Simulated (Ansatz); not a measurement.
C₃H₁₀B₂ (`CBCBC`), relaxed with RKS PBE-D4/def2-SVP in Ansatz from a rough embedded geometry. The force threshold is 0.03 eV/Å; the program also tests the step.

Total charge 0; spin multiplicity 1.

Start:

```xyz
15

C     0.108   -1.305    1.734
B    -0.908   -0.575    0.802
C    -0.630    0.919    0.359
B     0.543    1.095   -0.642
C     0.575    0.416   -2.071
H    -0.358   -1.684    2.631
H     0.477   -2.236    1.149
H     0.974   -0.683    1.920
H    -1.942   -1.145    0.477
H    -1.578    1.312   -0.151
H    -0.490    1.534    1.281
H     1.517    1.664   -0.272
H    -0.246    0.787   -2.662
H     1.517    0.591   -2.585
H     0.440   -0.691   -1.969
```

Q: By how much does the energy fall, and how many steps does the optimiser take? (Best estimate.)

A: Computed: 33.10 kJ/mol, in 17 steps, 1 of them rejected.

Q: Which bonds change most? (An estimate is asked.)

A: The calculation gave: C1–H7 from 1.160 to 1.115 Å; B4–H12 from 1.187 to 1.225 Å; C3–H10 from 1.146 to 1.108 Å; C1–H6 from 1.080 to 1.114 Å.

Q: Give the relaxed structure. (Best estimate.)

A: The calculation gave: 
```xyz
15

C     0.045   -1.215    1.974
B    -0.811   -0.577    0.827
C    -0.611    0.891    0.302
B     0.595    0.769   -0.697
C     0.436    0.594   -2.245
H    -0.629   -1.628    2.759
H     0.575   -2.112    1.574
H     0.790   -0.548    2.451
H    -1.648   -1.282    0.277
H    -1.521    1.273   -0.202
H    -0.288    1.523    1.158
H     1.728    0.748   -0.232
H    -0.595    0.677   -2.641
H     1.099    1.300   -2.792
H     0.834   -0.414   -2.513
```
